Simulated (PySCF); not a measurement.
Order these species by their calculated properties.

All species are isolated and taken at one optimised geometry, non-relativistic unless stated. Electronic properties by PySCF.

Dipoles, sizes and rotational constants follow the conformer. The torsions of the flexible species, by atom-mapped SMILES:
- `[CH3:1][C:2](=[O:3])[O:4][SiH2:5][OH:6]`: C1–C2–O4–Si5 179°, C2–O4–Si5–O6 -2°, H–O6–Si5–O4 2°
- `[CH:1]#[C:2][CH2:3][P:4]([CH3:5])[CH:6]=[CH2:7]`: C2–C3–P4–C5 -52°, C3–P4–C6–C7 106°
- `[CH3:1][n:2]1[n:3][cH:4][n:5][c:6]1[CH:7]=[O:8]`: N5–C6–C7–O8 180°
- `[O:1]=[C:2]=[C:3]([F:4])[CH:5]([Cl:6])[Cl:7]`: C2–C3–C5–Cl6 -63°
- `[CH3:1][S:2][C@@H:3]1[CH2:4][C@@H:5]1[CH3:6]`: C1–S2–C3–C4 157°
- `[CH:1]#[C:2][P+:3]([CH3:4])([CH3:5])[CH2:6][CH3:7]`: C2–P3–C6–C7 -58°
- `[CH:1]#[C:2][CH2:3]/[P:4]=[CH:5]/[CH2:6][CH3:7]`: C2–C3–P4–C5 -46°, P4–C5–C6–C7 -118°
- `[CH3:1][C@@H:2]1[CH2:3][CH2:4][C@H:5]1[SH:6]`: H–S6–C5–C4 -73°

Problem. Rank by electronic spatial extent ⟨r²⟩ about the centre of nuclear charge, highest first (PBE0/def2-SVPD at GFN2-xTB geometries).
A. `O=C=C(F)C(Cl)Cl`
B. `C#C[P+](C)(C)CC`
C. `C#CCP(C)C=C`
D. `CS[C@@H]1C[C@@H]1C`
E. `CC(=O)O[SiH2]O`
F. `CN1N=CN=C1C=O`

Solution. A (1075 bohr²), B (1003 bohr²), C (978 bohr²), F (823 bohr²), D (793 bohr²), E (768 bohr²).

Problem. By how much do the two ends of that ranking differ?

Solution. By 307 bohr², between `O=C=C(F)C(Cl)Cl` and `CC(=O)O[SiH2]O`.

Problem. Rank by lowest triplet excitation (Tamm–Dancoff), lowest first (TDA PBE0/def2-SVPD at GFN2-xTB geometries).
A. `C#CCP(C)C=C`
B. `C#CC/P=C/CC`
C. `O[SiH2]OC(C)=O`
D. `Cn1ncnc1C=O`
E. `C#C[P+](C)(C)CC`
F. `ClC(C(F)=C=O)Cl`

Solution. F (2.08 eV), B (2.71 eV), D (3.19 eV), A (4.22 eV), E (4.90 eV), C (5.38 eV).

Problem. Rank by dipole moment, lowest first (PBE0/def2-SVPD at GFN2-xTB geometries).
A. `CC(=O)O[SiH2]O`
B. `O=C=C(F)C(Cl)Cl`
C. `CS[C@@H]1C[C@@H]1C`
D. `C#CC/P=C/CC`
E. `C#CCP(C)C=C`

Solution. E (0.59 D), B (0.84 D), D (1.02 D), C (1.71 D), A (2.53 D).

Problem. Give the two extremes of that set in atomic units.

Solution. `C#CCP(C)C=C`: 0.23 au; `CC(=O)O[SiH2]O`: 1.00 au.

Problem. Rank by HOMO–LUMO gap, lowest first (PBE0/def2-SVPD at GFN2-xTB geometries).
A. `C[P+](C#C)(C)CC`
B. `C[C@@H]1CC[C@H]1S`
C. `CN1N=CN=C1C=O`
D. `CS[C@@H]1C[C@@H]1C`

Solution. C (5.81 eV), D (6.74 eV), B (7.01 eV), A (8.25 eV).

Problem. Rank by static isotropic polarisability, highest first (PBE0/def2-SVPD at GFN2-xTB geometries).
A. `C#CCP(C)C=C`
B. `[SiH2](O)OC(C)=O`
C. `Cn1ncnc1C=O`
D. `CS[C@@H]1C[C@@H]1C`
E. `O=C=C(F)C(Cl)Cl`
F. `C#C[P+](C)(C)CC`

Solution. A (96.4 au), F (86.6 au), D (79.5 au), C (70.0 au), E (67.3 au), B (58.3 au).

Problem. By how much do the two ends of that ranking differ?

Solution. By 38.1 au, between `C#CCP(C)C=C` and `CC(=O)O[SiH2]O`.

Problem. Rank by lowest singlet excitation, lowest first (TDDFT PBE0/def2-SVPD at GFN2-xTB geometries).
A. `C#C[P+](C)(C)CC`
B. `O=Cc1n(C)ncn1`
C. `CC(=O)O[SiH2]O`
D. `O=C=C(F)C(Cl)Cl`
E. `C[C@@H]1CC[C@H]1S`

Solution. D (2.55 eV), B (3.77 eV), E (5.43 eV), C (5.91 eV), A (6.11 eV).

Problem. Give the two extremes of that set as wavelengths.

Solution. `O=C=C(F)C(Cl)Cl`: 486 nm; `C#C[P+](C)(C)CC`: 203 nm.
